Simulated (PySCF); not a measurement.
# Deuteron quadrupole couplings in `O[SiH2]C[SiH2]C(F)(F)F`

Compound: C₂H₇F₃OSi₂.
Atom-mapped SMILES: `[OH:1][SiH2:2][CH2:3][SiH2:4][C:5]([F:6])([F:7])[F:8]` (hydrogens: H9 on O1; H10, H11 on Si2; H12, H13 on C3; H14, H15 on Si4)

Geometry (GFN2-xTB, Å), atoms numbered from 1 in this order:
```
atom  x, y, z in Å
O1     1.7606    0.6159    1.6104
Si2    1.9667   -0.1821    0.2231
C3     0.4194   -1.2266   -0.2497
Si4   -1.0673   -0.3237   -0.9698
C5    -1.7042    0.8885    0.4206
F6    -1.9388    0.2698    1.5972
F7    -0.8165    1.8760    0.7094
F8    -2.8497    1.5138    0.0920
H9     1.0799    1.2691    1.7543
H10    3.0669   -1.0725    0.5662
H11    2.2584    0.7149   -0.8968
H12    0.7311   -1.9801   -0.9713
H13    0.1049   -1.7749    0.6408
H14   -0.7745    0.5771   -2.0842
H15   -2.2414   -1.1574   -1.2339
```

Level: PBE0/pcSseg-1 (PySCF, non-relativistic); Q(2H) = 0.00286 b; rigid geometry, the same for H and D, with no vibrational averaging.

Question: Rank these positions by the coupling χzz of a deuteron there, largest first.
A. H13 (methylene hydrogen)
B. H12 (methylene hydrogen)
C. H9 (hydroxyl hydrogen)
D. H10 (Si–H hydrogen)
E. H11 (Si–H hydrogen)

Answer: C (336 kHz), B (217 kHz), A (211 kHz), D (111 kHz), E (106 kHz).

Tabulate Vzz, the asymmetry η and χzz = 234.96 MHz × Q × Vzz for every hydrogen position.

| atom | bonded to | bond length (Å) | Vzz (au) | η | χzz (kHz) |
| --- | --- | --- | --- | --- | --- |
| H9 | O1 | 0.954 | 0.4998 | 0.05 | 336 |
| H10 | Si2 | 1.456 | 0.1646 | 0.01 | 111 |
| H11 | Si2 | 1.464 | 0.1578 | 0.01 | 106 |
| H12 | C3 | 1.089 | 0.3230 | 0.01 | 217 |
| H13 | C3 | 1.092 | 0.3142 | 0.02 | 211 |
| H14 | Si4 | 1.463 | 0.1603 | 0.01 | 108 |
| H15 | Si4 | 1.464 | 0.1589 | 0.02 | 107 |

Average by the element that carries the hydrogen.

on O: 336 kHz over 1 position, mean bond length 0.954 Å; on Si: 108 kHz over 4 positions, mean bond length 1.462 Å; on C: 214 kHz over 2 positions, mean bond length 1.090 Å.

A static deuteron (I = 1) shows a doublet split by (3/2)χ, (3/4)χ(1 + η) and (3/4)χ(1 − η) with the field along z, y and x of the gradient. What are these for H13?

With |χ| = 211.2 kHz and η = 0.017: 317, 161 and 156 kHz, to first order and without motion.

One conformer (not necessarily the lowest) at the GFN2-xTB geometry, without solvent, vibrations or thermal averaging. GFN2-xTB bond lengths can be off by several hundredths of an ångström, more for odd bonds, and the gradients follow them. These gradients aren't converged with respect to the basis.

These values come from a run that also computed NMR shieldings. Hardware: an Intel Xeon Platinum 8259CL at 2.50 GHz with one thread, on a shared host. Cost: 37 s of wall time, 0.83 GiB resident at most.
